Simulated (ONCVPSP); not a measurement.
Building the ONCV potential for cadmium (LDA (Perdew-Zunger), scalar-relativistic).

cadmium, optimised norm-conserving Vanderbilt (ONCV), made with ONCVPSP 4.0.1 (LDA (Perdew-Zunger), scalar-relativistic). Core [Ar] 3d10, reference 4s2 4p6 4d10 5s1 5p1. Waves: 4s+5s: rc 1.55 bohr, ncon 4, nbas 8, qcut 7 1/bohr, 2 projectors; 4p+5p: rc 1.45 bohr, ncon 4, nbas 8, qcut 10.7 1/bohr, 2 projectors; 4d: rc 1.25 bohr, ncon 4, nbas 9, qcut 7.2 1/bohr, 1 projector. Local part: polynomial inside 1.00 bohr (lpopt 5, dvloc0 2 Ha). Core correction: Teter function fitted to the true core (icmod 2), fcfact 0.44.

All-electron outer shells of the reference configuration (LDA (Perdew-Zunger), scalar-relativistic, ld1.x):

```tsv
shell	level (eV)	outermost node (bohr)	outermost maximum (bohr)
3p	-602.85	0.14	0.32
3d	-395.91	–	0.27
4s	-107.78	0.43	0.79
4p	-68.93	0.43	0.84
4d	-13.78	0.42	0.98
5s	-7.22	1.06	2.29
5p	-2.26	1.19	3.09
```

(1) Estimate the cutoffs (Ha) at which the residual kinetic energy of the hardest occupied pseudo-wave falls to 1 and 0.1 mHa per electron.

(2) What does a ghost test show?

(3) Which valence shell sets the plane-wave cutoff?

(4) Tests: 4s2 4p6 4d10 5s2 5p0; 4s2 4p6 4d10 5s1 5p0; 4s2 4p6 4d10 5s0 5p0; 4s2 4p6 4d9 5s2 5p0. Which has the largest error in its energy relative to the reference configuration, and how large is it?

## Answers

(1) 100 Ha and 191 Ha.

(2) No bound ghost flagged; GHOST(+) flagged for s at 175.1 eV.

(3) 4d: 100 Ha for 1 mHa per electron, against 28 Ha for 4p.

(4) 4s2 4p6 4d10 5s0 5p0, with -5.9 meV (all-electron minus pseudo) on +22.36 eV.
